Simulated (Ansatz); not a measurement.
Gas-phase electronic energies from Ansatz, PBE0-D4/def2-TZVP geometries. CCSD(T)/CBS adds triple-zeta CCSD(T) − MP2 to the extrapolated MP2 energy (def2 sets, frozen cores). This one scheme is used for every species. DFT in def2-TZVPP. B3LYP here is the variant with VWN-RPA as its local correlation; programs differ in this. For Br outer-core shells are correlated without core-valence functions, which leaves a few kJ/mol of doubt a bond. Scalar relativity is left out up to krypton. One conformer a species, not always the lowest.

Reaction (formal exchange of groups at a B–C bond): `N=CBO` + `CCBr` → `OBCCBr` + `C=N`

Question: Is it downhill or uphill in electronic energy at CCSD(T)/CBS, and by how much? (Estimate.)

Answer: Computed: Uphill: ΔE = +15.3 kJ/mol.

Question: What do these levels give: PBE0-D4, B3LYP-D4, ωB97X-V, ωB97M-V, B2PLYP, HF/def2-QZVPP? (Best estimate.)

Answer: Ansatz gave: PBE0-D4 16.3, B3LYP-D4 16.3, ωB97X-V 15.5, ωB97M-V 15.3, B2PLYP 18.5, HF/def2-QZVPP 14.6 kJ/mol.

Largest T1 diagnostic among the species: 0.014.

The D4 term adds −4.2 kJ/mol with B3LYP and −2.5 kJ/mol with PBE0; it sums over pairs of atoms, weighted by their polarisabilities, and B3LYP, whose exchange is more repulsive, gets the larger term.
